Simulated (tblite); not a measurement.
Compound: C5H6F3O2P.
SMILES with atom numbers: `[CH2:1]=[C:2]([CH3:3])[P@@:4](=[O:5])([OH:6])[C:7]([F:8])=[C:9]([F:10])[F:11]` (hydrogens: H12, H13 on C1; H14, H15, H16 on C3; H17 on O6)

Geometry (GFN2-xTB, Å), atoms numbered from 1 in this order:
```
atom  x, y, z in Å
C1    -2.016    0.477   -1.355
C2    -1.253   -0.053   -0.412
C3    -1.492   -1.334    0.309
P4     0.220    0.885    0.069
O5     0.463    2.191   -0.539
O6     0.148    0.944    1.670
C7     1.622   -0.290   -0.225
F8     1.444   -1.314   -1.068
C9     2.806   -0.032    0.307
F10    3.938   -0.696    0.164
F11    2.959    0.991    1.136
H12   -2.923    0.003   -1.695
H13   -1.742    1.412   -1.815
H14   -2.500   -1.698    0.123
H15   -0.784   -2.091   -0.027
H16   -1.348   -1.190    1.378
H17    0.452    1.806    1.969
```

Method: GFN2-xTB as coded in tblite; computed harmonic values from a numerical Hessian at the method's own geometry, unscaled. Errors from tens to a few hundred cm⁻¹ against measured bands are possible. One conformer, not necessarily the lowest.

Harmonic wavenumbers (cm⁻¹): 35.9, 49.0, 88.1, 104.6, 125.7, 140.4, 168.1, 209.7, 241.1, 264.3, 281.1, 301.6, 325.5, 401.3, 409.6, 427.2, 470.5, 492.7, 500.9, 629.3, 677.6, 704.2, 822.5, 891.1, 919.1, 947.9, 1003.4, 1013.3, 1042.2, 1178.5, 1200.4, 1206.0, 1284.0, 1381.6, 1399.8, 1461.1, 1467.4, 1698.5, 1752.0, 3007.7, 3025.9, 3042.6, 3094.2, 3128.2, 3545.7.

A = 1561, B = 699.5, C = 597.5 MHz; mass 186.006 u (most abundant isotopes); point group C1, symmetry number 1.

**Question.** Zero-point energy?

**Answer.** ½Σν̃ = 23281 cm⁻¹ = 278.50 kJ/mol.

**Question.** What is S at 350 K and 1 bar for an ideal gas of classical rigid rotors and harmonic oscillators?

**Answer.** Translation 177.36, rotation 129.94, vibration 204.63: S = 511.9 J/(mol K).

**Question.** And Cp and H(350 K) − H(0)?

**Answer.** Cp = 215.45 J/(mol K), of which vibrations give 182.19 (their classical limit is 45 R = 374.2); H(350 K) − H(0) = 47.65 kJ/mol without the zero-point energy, 36.01 from vibrations.

**Question.** What must be added to the electronic energy to get the Gibbs energy at 350 K and 1 bar?

**Answer.** ZPE + [H(350 K) − H(0)] − T·S = 278.50 + 47.65 − 179.17 = 146.98 kJ/mol.

**Question.** How do the functions run with temperature in this model?

**Answer.** 
| T (K) | S (J/(mol K)) | Cp (J/(mol K)) | H − H(0) (kJ/mol) | G − H(0) (kJ/mol) | ln q(vib) |
| --- | --- | --- | --- | --- | --- |
| 150 | 367.5 | 131.0 | 12.38 | -42.75 | 4.71 |
| 250 | 445.9 | 177.8 | 27.92 | -83.56 | 8.58 |
| 298.15 | 478.9 | 196.8 | 36.95 | -105.83 | 10.37 |
| 400 | 541.8 | 231.6 | 58.83 | -157.88 | 13.98 |
| 600 | 645.6 | 280.2 | 110.38 | -276.99 | 20.41 |
| 900 | 768.2 | 323.1 | 201.50 | -489.86 | 28.73 |

q(vib) and H(0) count from the zero-point level.

**Question.** Which modes carry the vibrational entropy at 350 K?

**Answer.** 35.9 cm⁻¹: 24.23; 49.0 cm⁻¹: 21.65; 88.1 cm⁻¹: 16.80; 104.6 cm⁻¹: 15.40; 125.7 cm⁻¹: 13.90; 140.4 cm⁻¹: 13.00 J/(mol K); the other 39 give 99.65 together.

**Question.** Blend soft modes into free rotors: weight 1/[1 + (100 cm⁻¹/ν̃)⁴] for the oscillator and the rest for a rotor with moment μB/(μ + B), μ = h/(8π²ν), B = 10⁻⁴⁴ kg m². What vibrational entropy results?

**Answer.** 186.94 J/(mol K) in place of 204.63, which changes −T·S at 350 K by +6.19 kJ/mol.

Hindered rotation and anharmonicity are outside this model. Other conformers, if any are populated, would add a mixing term that is left out. The structure is chiral; the term R ln 2 for an equal mix with its mirror image is left out.
